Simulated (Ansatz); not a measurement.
One change: `[AlH2][SiH]([SiH3])O[SiH3]` becomes `B[SiH]([SiH3])O[SiH3]`.

Ansatz, PBE0-D4/def2-TZVP geometries, multiplicity 1. Each molecule was computed in one conformer, which needn't be the lowest.

```
                             property  `[AlH2][SiH]([SiH3])O[SiH3]`
    HOMO energy (PBE/def2-TZVPP) / eV                         -6.10
HOMO–LUMO gap (B3LYP/def2-TZVPP) / eV                          4.59
  HOMO–LUMO gap (PBE/def2-TZVPP) / eV                          3.17
LUMO energy (ωB97M-V/def2-TZVPP) / eV                         -0.57
 HOMO–LUMO gap (PBE0/def2-TZVPP) / eV                          4.96
  HOMO energy (B3LYP/def2-TZVPP) / eV                         -6.95
```

Problem. What does the change do to each property? (Estimate.)

Solution. Computed: 
| property | `B[SiH]([SiH3])O[SiH3]` | shift |
| --- | --- | --- |
| HOMO energy (PBE/def2-TZVPP) / eV | -6.49 | -0.39 |
| HOMO–LUMO gap (B3LYP/def2-TZVPP) / eV | 4.68 | 0.09 |
| HOMO–LUMO gap (PBE/def2-TZVPP) / eV | 2.99 | -0.18 |
| LUMO energy (ωB97M-V/def2-TZVPP) / eV | -0.64 | -0.07 |
| HOMO–LUMO gap (PBE0/def2-TZVPP) / eV | 5.05 | 0.09 |
| HOMO energy (B3LYP/def2-TZVPP) / eV | -7.41 | -0.46 |

With PBE0 the HOMO falls by 0.46 eV and the LUMO falls by 0.36 eV, so the gap widens by about 0.10 eV. PBE moves the HOMO by -0.39 eV and ωB97M-V by -0.55 eV.

B3LYP here is the variant with VWN-RPA as its local correlation; programs differ in this.
